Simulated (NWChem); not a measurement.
System: NH₃Te; SMILES [TeH]N

Here is an NWChem input.

```
start job
memory heap 200 mb stack 900 mb global 1100 mb
geometry units angstroms noautoz
  Te     0.023604    -0.286874     0.000000
  H     -1.640566    -0.530140     0.000000
  N      0.089993     1.757619     0.000000
  H     -0.370191     2.132904     0.827061
  H     -0.370191     2.132904    -0.827061
end
basis spherical
  Te library def2-svp
  H library def2-svp
  N library def2-svp
end
ecp
  Te library def2-ecp
end
dft
  xc xpbe96 cpbe96
  iterations 150
  vectors input atomic output neutral.movecs
end
task dft energy
charge 1
dft
  odft
  mult 2
  vectors input atomic output cation.movecs
end
task dft energy
```

Coordinates come from a PBE0/def2-SVP optimisation. def2 effective core potentials on Te; no spin-orbit coupling.

Ions are spin-unrestricted doublets at the neutral geometry; other ion states weren't tried.

Question: What results follow from this input? (PBE/def2-SVP with def2 effective core potentials on Te, vertical spin-unrestricted ions.) Quantities: vertical ionisation energy, ΔSCF (eV); −ε(HOMO) (eV).

Answer: The vertical ionisation energy, ΔSCF (eV) is 8.51 and the −ε(HOMO) (eV) comes out as 5.06.
